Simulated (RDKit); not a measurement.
Input for RDKit: MMFF94 on C2H10OSi (a complex), monomers drawn apart or pushed together.

```python
from rdkit import Chem
from rdkit.Chem import AllChem, rdDetermineBonds

blocks = [
'''9

C    -1.60499921   -0.46731866    0.32158920
O    -0.54918887    0.46505002    0.15077355
Si    0.94893255    0.03995944   -0.38285255
H    -2.47913620    0.07432788    0.68159089
H    -1.85976373   -0.95630010   -0.62414064
H    -1.34128781   -1.23402990    1.05663676
H     1.55544454   -0.98859677    0.50002711
H     1.76148469    1.27186550   -0.37186646
H     0.88091752   -0.52096294   -1.75675984
''',
'''5

C     0.04811883    0.04519970    4.02860954
H    -0.17355632    0.71641784    3.20084849
H    -0.87750203   -0.39007811    4.40403812
H     0.70773739   -0.74949929    3.68176469
H     0.53777663    0.59744154    4.82975029
''',
]
mol = None
for b in blocks:
    f = Chem.MolFromXYZBlock(b)
    rdDetermineBonds.DetermineBonds(f, charge=0)
    mol = f if mol is None else Chem.CombineMols(mol, f)
Chem.SanitizeMol(mol)
print(Chem.MolToSmiles(Chem.RemoveHs(mol)))
ff = AllChem.MMFFGetMoleculeForceField(mol, AllChem.MMFFGetMoleculeProperties(mol), nonBondedThresh=100.0, ignoreInterfragInteractions=False)
e = ff.CalcEnergy()
print(f'MMFF94 energy {e:.6f} kcal/mol')
```

Output:

```
C.CO[SiH3]
MMFF94 energy -8.330648 kcal/mol
```

The run finished.

Cost: around 0.020 core-seconds (rough).
